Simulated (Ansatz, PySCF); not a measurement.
Process, species as SMILES: ClI + [H][H] (H2) -> Cl (HCl) + I (HI)
Each molecule is optimised on its own at B3LYP-D3(BJ)/def2-TZVP (Ansatz, a quantum-chemistry and plane-wave program).
Geometry of the first species:
```
Cl
I 1 2.3447
```

Quantity: energy of full hydrogenation (enthalpy at 298 K, with B3LYP-D3(BJ) rigid-rotor harmonic-oscillator terms from PySCF), in kcal/mol. Correlated levels leave the core frozen unless marked. No spin-orbit coupling. Frozen are the shells of the preceding noble gas and the d and f shells that filled before the atom's block. In def2 rows, elements after Kr have scalar-relativistic effective core potentials. CBS marks a two-point X^-3 extrapolation of the correlation energy; Hartree-Fock from the larger set. The bracket is a focal-point correction in the basis named.

From measured enthalpies of formation at 298 K: -19.9 kcal/mol (ClI 4.2, ATcT 1.112; [H][H] (H2) 0.0, ATcT 1.112; Cl (HCl) -22.0, ATcT 1.112; I (HI) 6.3, ATcT 1.112). It holds spin-orbit effects, which the calculations lack, and core correlation, which the frozen-core levels lack.

| level | program | energy of full hydrogenation (kcal/mol) | error against measurement |
|---|---|---|---|
| BP86-D4/def2-TZVPD | PySCF + dftd4 | -18.3 | 1.6 |
| PBE0/def2-TZVPD | Ansatz | -22.3 | -2.4 |
| r2SCAN0-D4/def2-TZVPD | Ansatz + dftd4 | -22.9 | -3.0 |
| B2PLYP-D4/def2-TZVPD | Ansatz + dftd4 | -20.5 | -0.6 |
| CCSD(T)/def2-SVP | Ansatz | -28.0 | -8.1 |
| RI-MP2/CBS(def2-TZVPPD,def2-QZVPPD)+[CCSD(T)-MP2]/def2-QZVPPD | Ansatz | -21.4 | -1.5 |
| CCSD(T)/CBS(def2-TZVPPD,def2-QZVPPD) | Ansatz | -21.5 | -1.6 |
